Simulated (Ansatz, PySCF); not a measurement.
Molecule: AlI (charge 0, singlet). 
Coordinates optimised at B3LYP-D3(BJ)/def2-TZVP (Ansatz, an electronic-structure program):
```xyz
2

Al     0.0000     0.0000    -2.0675
I      0.0000     0.0000     0.5071
```

Total electronic energies in hartree. Cores are frozen in the correlated levels unless marked. No spin-orbit coupling. The frozen core is the preceding noble-gas configuration, with the filled d and f shells of earlier blocks. In def2 rows, elements after Kr have scalar-relativistic effective core potentials. STO-3G rows are all-electron and non-relativistic. Basis-set limits of correlation are two-point, X^-3; Hartree-Fock from the larger set.

```csv
level,program,energy (Eh)
HF/STO-3G,Ansatz,-7089.74719
HF/def2-QZVPP,Ansatz,-538.64546
BP86-D3(BJ)/def2-TZVPD,PySCF + dftd3,-540.34855
TPSS-D3(BJ)/def2-TZVPD,PySCF + dftd3,-540.09531
r2SCAN/def2-TZVPD,Ansatz,-540.27128
B3LYP-D3(BJ)/def2-TZVPD,Ansatz + dftd3,-540.31095
B3LYP-D4/def2-TZVPD,Ansatz + dftd4,-540.31033
BHLYP-D3(BJ)/def2-TZVPD,Ansatz + dftd3,-540.14878
TPSSh/def2-TZVPD,PySCF,-540.10681
HSE06-D4/def2-TZVPD,Ansatz + dftd4,-540.08130
HSE06/def2-TZVPD,Ansatz,-540.07955
LC-wPBE/def2-TZVPD,Ansatz,-540.12528
B2GP-PLYP-D4/def2-TZVPD,Ansatz + dftd4,-539.68040
B2PLYP-D3(BJ)/def2-TZVPD,Ansatz + dftd3,-539.80078
"RI-MP2/CBS(def2-TZVPP,def2-QZVPP)",Ansatz,-538.8750
SCS-MP2/def2-SVPD,Ansatz,-538.69215
SCS-MP2/def2-TZVPP,Ansatz,-538.82730
SCS-MP2/def2-QZVPP,Ansatz,-538.86101
CCSD/def2-QZVPP,Ansatz,-538.88018
CCSD/def2-QZVPPD,Ansatz,-538.88028
"CCSD/CBS(def2-TZVPP,def2-QZVPP)",Ansatz,-538.8966
"CCSD(T)/CBS(def2-TZVPP,def2-QZVPP)",Ansatz,-538.9097
"CCSD(T)/CBS(def2-TZVPPD,def2-QZVPPD)",Ansatz,-538.9091
```

Totals of different functionals don't rank their quality; only differences between species are comparable.
